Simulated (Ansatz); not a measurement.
```xyz
5

C     0.0000    0.0000   -1.1193
Cl    0.0000    0.0000    0.6560
H     0.0000   -1.0366   -1.4786
H    -0.8977    0.5183   -1.4786
H     0.8977    0.5183   -1.4786
```

Basis set: cc-pVDZ (spherical functions). Left uncorrelated: 6 orbitals. Charge 0, multiplicity 1.

Computed with Ansatz (development build ahead of 0.2.0); each method stands on the lowest determinant of its kind that the runs found. Restricted open shells among the atoms or ions are ROHF, correlated in semicanonical orbitals with singles.

The atomization energy at this shape (free ground-state atoms in the same class of orbitals less the molecule, no zero-point energy) of singlet CH3Cl:

```csv
method,atomization energy
RHF,12.79 eV
```

(1) What does RHF-MP2 give?

Answers

(1) 15.94 eV.
